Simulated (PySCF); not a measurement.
PySCF job for CH6F2Si3, SMILES F[Si@@H]1C[Si@H](F)[SiH2]1, PBE0-D3(BJ)/def2-SVP. Geometry optimised at PBE0-D3(BJ)/def2-SVP. The structure was generated by enumeration; whether it is a known compound was not checked.

```python
import numpy as np
from pyscf import gto, scf, dft, df
from pyscf.hessian import thermo

mol = gto.M(
    atom='''
    F    -1.03986526   -0.92488415   -1.83048629
    Si    0.32154644   -0.11837990   -1.43169193
    C     1.18469928   -1.00154070   -0.00000001
    Si    0.32154644   -0.11837990    1.43169193
    F    -1.03986526   -0.92488415    1.83048629
    Si   -0.17569507    1.68983628    0.00000000
    H     1.12322732    0.02652314   -2.68203060
    H     2.24844095   -0.69440347   -0.00000001
    H     1.15162381   -2.10304129   -0.00000001
    H     1.12322733    0.02652313    2.68203058
    H    -1.50946253    2.35603387    0.00000001
    H     0.92875293    2.70245287    0.00000000
    ''',
    basis='def2-SVP',
    charge=0,
    spin=0,
    max_memory=1600,
    verbose=3,
)
mf = dft.RKS(mol, xc='pbe0').density_fit(auxbasis='def2-universal-jkfit')
mf.disp = 'd3bj'
mf.grids.level = 3
mf.conv_tol = 1e-11
mf.max_cycle = 100
mf.kernel()

# [left out here: the lines that compute and print the analytic Hessian (its translational invariance restored by hand, since the grid's response is missing), thermochemistry and intensities]
```

Log of the run:

```
[...]
       3  Si                -0.02  0.03  0.00   -0.02  0.00  0.01   -0.00  0.03  0.04
       4   F                -0.01 -0.02  0.01   -0.04 -0.01  0.03   -0.01  0.00 -0.01
       5  Si                -0.00 -0.00 -0.03    0.02  0.02 -0.00   -0.00 -0.00 -0.04
       6   H                -0.05  0.25 -0.01   -0.19  0.12 -0.10   -0.16  0.26 -0.03
       7   H                -0.00  0.00  0.05    0.29 -0.36 -0.00   -0.00  0.00 -0.14
       8   H                 0.00  0.00 -0.06   -0.18 -0.00 -0.00    0.00  0.00 -0.12
       9   H                 0.05 -0.25 -0.01   -0.19  0.12  0.10    0.16 -0.26 -0.03
      10   H                 0.00  0.00  0.80   -0.06 -0.13  0.00    0.00  0.00 -0.04
      11   H                 0.00 -0.00 -0.30   -0.07  0.11  0.00    0.00 -0.00  0.73
Mode                                12                  13                  14
Irrep
Freq [cm^-1]                      662.3118            669.8338            683.4480
Reduced mass [au]                   1.1934              1.8438              1.7692
Force const [Dyne/A]                0.3084              0.4874              0.4869
Char temp [K]                     952.9192            963.7417            983.3295
Normal mode                   x     y     z       x     y     z       x     y     z
       0   F                -0.01  0.01  0.00   -0.00  0.00 -0.01   -0.02 -0.01 -0.01
       1  Si                 0.02 -0.03  0.00   -0.00 -0.02  0.04   -0.01  0.03 -0.03
       2   C                -0.00 -0.00 -0.03   -0.00  0.17 -0.00   -0.00  0.00  0.16
       3  Si                -0.02  0.03  0.00   -0.00 -0.02 -0.04    0.01 -0.03 -0.03
       4   F                 0.01 -0.01  0.00   -0.00  0.00  0.01    0.02  0.01 -0.01
       5  Si                -0.00 -0.00  0.04    0.01 -0.02  0.00    0.00 -0.00 -0.02
       6   H                -0.20  0.40 -0.09    0.14 -0.36  0.10   -0.17  0.18 -0.11
       7   H                -0.00  0.00  0.08    0.08 -0.15 -0.00    0.00 -0.00  0.45
       8   H                 0.00 -0.00  0.07   -0.35  0.18 -0.00   -0.00  0.00  0.34
       9   H                 0.20 -0.40 -0.09    0.14 -0.36 -0.10    0.17 -0.18 -0.11
      10   H                 0.00  0.00 -0.49   -0.02 -0.08 -0.00   -0.00 -0.00  0.09
      11   H                 0.00 -0.00 -0.41   -0.04  0.04 -0.00   -0.00 -0.00  0.23
Mode                                15                  16                  17
Irrep
Freq [cm^-1]                      787.5567            817.3819            834.7104
Reduced mass [au]                   1.0966              1.2480              1.7350
Force const [Dyne/A]                0.4008              0.4913              0.7123
Char temp [K]                    1133.1187           1176.0305           1200.9624
Normal mode                   x     y     z       x     y     z       x     y     z
       0   F                 0.02  0.01 -0.02   -0.06 -0.02  0.01   -0.03 -0.03 -0.00
       1  Si                 0.00 -0.00  0.03    0.02 -0.01 -0.01   -0.01  0.06 -0.01
       2   C                -0.00 -0.00 -0.01    0.01  0.05  0.00    0.07 -0.10 -0.00
       3  Si                -0.00  0.00  0.03    0.02 -0.01  0.01   -0.01  0.06  0.01
       4   F                -0.02 -0.01 -0.02   -0.06 -0.02 -0.01   -0.03 -0.03  0.00
       5  Si                -0.00 -0.00  0.00    0.01  0.00  0.00   -0.00  0.00  0.00
       6   H                -0.42 -0.31 -0.28    0.40  0.39  0.28    0.30 -0.34  0.13
       7   H                -0.00  0.00  0.29    0.02 -0.03  0.00    0.05 -0.01  0.00
       8   H                 0.00 -0.00 -0.33   -0.06  0.05 -0.00    0.17 -0.10 -0.00
       9   H                 0.42  0.31 -0.28    0.40  0.39 -0.28    0.30 -0.34 -0.13
      10   H                -0.00 -0.00  0.04    0.02  0.04  0.00   -0.07 -0.15  0.00
      11   H                 0.00 -0.00 -0.08   -0.05  0.07 -0.00    0.13 -0.15 -0.00
Mode                                18                  19                  20
Irrep
Freq [cm^-1]                      852.1278            890.8885            915.0454
Reduced mass [au]                   2.8649              1.1512              5.0353
Force const [Dyne/A]                1.2257              0.5383              2.4841
Char temp [K]                    1226.0222           1281.7901           1316.5466
Normal mode                   x     y     z       x     y     z       x     y     z
       0   F                -0.10 -0.05 -0.03    0.02  0.01  0.00   -0.08 -0.05 -0.03
       1  Si                 0.05  0.02  0.02   -0.02  0.01 -0.00    0.07  0.04  0.03
       2   C                 0.00  0.00 -0.00    0.04 -0.04  0.00   -0.04  0.00 -0.00
       3  Si                -0.05 -0.02  0.02   -0.02  0.01  0.00    0.07  0.04 -0.03
       4   F                 0.10  0.05 -0.03    0.02  0.01 -0.00   -0.08 -0.05  0.03
       5  Si                 0.00 -0.00 -0.00    0.01 -0.04 -0.00   -0.00 -0.01  0.00
       6   H                 0.14  0.06  0.08    0.08 -0.10  0.05   -0.18 -0.05 -0.13
       7   H                 0.00 -0.00  0.27    0.03 -0.01 -0.00   -0.06  0.07 -0.00
       8   H                -0.00  0.00 -0.42    0.04 -0.04  0.00    0.01  0.01 -0.00
       9   H                -0.14 -0.06  0.08    0.08 -0.10 -0.05   -0.18 -0.05  0.13
      10   H                 0.00  0.00 -0.00    0.29  0.56  0.00    0.08  0.15  0.00
      11   H                -0.00  0.00  0.01   -0.45  0.47 -0.00   -0.09  0.09 -0.00
Mode                                21                  22                  23
Irrep
Freq [cm^-1]                      945.1923           1004.4257           1336.8119
Reduced mass [au]                   1.4923              1.6153              1.0989
Force const [Dyne/A]                0.7855              0.9602              1.1571
Char temp [K]                    1359.9213           1445.1449           1923.3747
Normal mode                   x     y     z       x     y     z       x     y     z
       0   F                -0.04 -0.03 -0.01   -0.01 -0.01 -0.01   -0.00 -0.00 -0.00
       1  Si                 0.05  0.04  0.02    0.00  0.01  0.02    0.00 -0.00  0.00
       2   C                -0.00  0.00  0.01    0.00 -0.00 -0.18   -0.07  0.05  0.00
       3  Si                -0.05 -0.04  0.02   -0.00 -0.01  0.02    0.00 -0.00 -0.00
       4   F                 0.04  0.03 -0.01    0.01  0.01 -0.01   -0.00 -0.00  0.00
       5  Si                -0.00  0.00 -0.01   -0.00  0.00 -0.00    0.00  0.00 -0.00
       6   H                -0.18 -0.07 -0.15    0.05 -0.10  0.04   -0.01 -0.00  0.00
       7   H                 0.00 -0.00 -0.58    0.00 -0.00  0.48    0.15 -0.66  0.00
       8   H                -0.00  0.00  0.43    0.00  0.00  0.57    0.67  0.02 -0.00
       9   H                 0.18  0.07 -0.15   -0.05  0.10  0.04   -0.01 -0.00 -0.00
      10   H                -0.00 -0.00  0.10   -0.00  0.00  0.04    0.01  0.01 -0.00
      11   H                 0.00 -0.00 -0.06   -0.00  0.00  0.02   -0.01  0.01 -0.00
Mode                                24                  25                  26
Irrep
Freq [cm^-1]                     2204.6028           2231.6266           2236.9965
Reduced mass [au]                   1.0358              1.0426              1.0428
Force const [Dyne/A]                2.9661              3.0592              3.0745
Char temp [K]                    3171.9325           3210.8138           3218.5400
Normal mode                   x     y     z       x     y     z       x     y     z
       0   F                 0.00 -0.00 -0.00    0.00 -0.00 -0.00   -0.00  0.00  0.00
       1  Si                 0.00  0.00 -0.00    0.01  0.00 -0.02   -0.01 -0.00  0.02
       2   C                 0.00 -0.00  0.00   -0.00 -0.00  0.00   -0.00  0.00  0.00
       3  Si                 0.00  0.00  0.00   -0.01 -0.00 -0.02   -0.01 -0.00 -0.02
       4   F                 0.00 -0.00  0.00   -0.00  0.00 -0.00   -0.00  0.00 -0.00
       5  Si                -0.02 -0.03  0.00    0.00  0.00  0.00   -0.01 -0.00  0.00
       6   H                -0.06 -0.01  0.10   -0.37 -0.07  0.58    0.36  0.07 -0.57
       7   H                 0.00 -0.00 -0.00    0.00  0.00 -0.00   -0.00 -0.00 -0.00
       8   H                 0.00 -0.00 -0.00   -0.00 -0.00 -0.00    0.00  0.00  0.00
       9   H                -0.06 -0.01 -0.10    0.37  0.07  0.58    0.36  0.07  0.57
      10   H                -0.19  0.07 -0.00   -0.00  0.00 -0.00    0.03 -0.02 -0.00
      11   H                 0.70  0.64 -0.00   -0.00 -0.00 -0.00    0.12  0.12 -0.00
Mode                                27                  28                  29
Irrep
Freq [cm^-1]                     2248.7285           3055.3252           3148.5825
Reduced mass [au]                   1.0461              1.0647              1.0990
Force const [Dyne/A]                3.1168              5.8559              6.4194
Char temp [K]                    3235.4197           4395.9327           4530.1091
Normal mode                   x     y     z       x     y     z       x     y     z
       0   F                 0.00  0.00  0.00   -0.00 -0.00 -0.00   -0.00 -0.00 -0.00
       1  Si                 0.00 -0.00 -0.00    0.00  0.00 -0.00    0.00  0.00  0.00
       2   C                 0.00  0.00 -0.00    0.07 -0.02  0.00    0.03  0.08 -0.00
       3  Si                 0.00 -0.00  0.00    0.00  0.00  0.00    0.00  0.00 -0.00
       4   F                 0.00  0.00 -0.00   -0.00 -0.00  0.00   -0.00 -0.00  0.00
       5  Si                -0.03  0.01 -0.00    0.00  0.00 -0.00    0.00 -0.00  0.00
       6   H                -0.03 -0.00  0.04   -0.00 -0.00  0.00   -0.00  0.00 -0.00
       7   H                 0.00  0.00 -0.00   -0.84 -0.24 -0.00   -0.38 -0.10 -0.00
       8   H                -0.00  0.00  0.00    0.03  0.41 -0.00   -0.02 -0.86  0.00
       9   H                -0.03 -0.00 -0.04   -0.00 -0.00 -0.00   -0.00  0.00  0.00
      10   H                 0.86 -0.43 -0.00    0.00 -0.00 -0.00    0.00 -0.00  0.00
      11   H                 0.12  0.13 -0.00   -0.00 -0.00  0.00   -0.00  0.00  0.00
temperature 298.1500 [K]
pressure 101325.00 [Pa]
Rotational constants [GHz] 2.30000 1.51897 1.26055
Symmetry number 1
Zero-point energy (ZPE) 0.06742 [Eh]   177002.821 [J/mol]
                           tot       elec      trans        rot        vib
Entropy [J/mol/K]       383.215      0.000    170.404    119.999     92.812
Cv [J/mol/K]            132.330      0.000     12.472     12.472    107.386
Cp [J/mol/K]            140.644      0.000     20.786     12.472    107.386
Internal energy [J/mol]                      3718.434   3718.434 192488.873
Internal energy [Eh]   -1108.86013  -1108.93628
Enthalpy [J/mol]                             6197.391   3718.434 192488.873
Enthalpy [Eh]          -1108.85919
Gibbs free energy [J/mol]                  -44608.595 -32059.308 164817.089
Gibbs free energy [Eh] -1108.90270
mode   freq/cm-1   IR/(km/mol)
   1       55.34         0.644
   2      129.83         3.477
   3      151.53         5.716
   4      193.90         3.499
   5      206.76         3.213
   6      337.62         8.241
   7      388.83         4.868
   8      396.88         3.978
   9      471.55         6.575
  10      553.96        23.803
  11      572.34         1.715
  12      608.43         1.913
  13      662.31        15.681
  14      669.83         1.348
  15      683.45        13.937
  16      787.56       118.411
  17      817.38        54.785
  18      834.71       328.466
  19      852.13        13.562
  20      890.89        32.651
  21      915.05       191.071
  22      945.19        48.418
  23     1004.43       101.705
  24     1336.81        24.040
  25     2204.60        55.577
  26     2231.63       280.077
  27     2237.00        64.553
  28     2248.73        51.988
  29     3055.33         1.295
  30     3148.58         1.054
max |gradient| / (hartree/bohr): 6.206592042823468e-05
APT charges: [-0.612   1.2208 -0.6975  1.2208 -0.612   0.3219 -0.2885  0.0587  0.0565
 -0.2885 -0.1911 -0.189 ]
```

Self-consistency was reached.
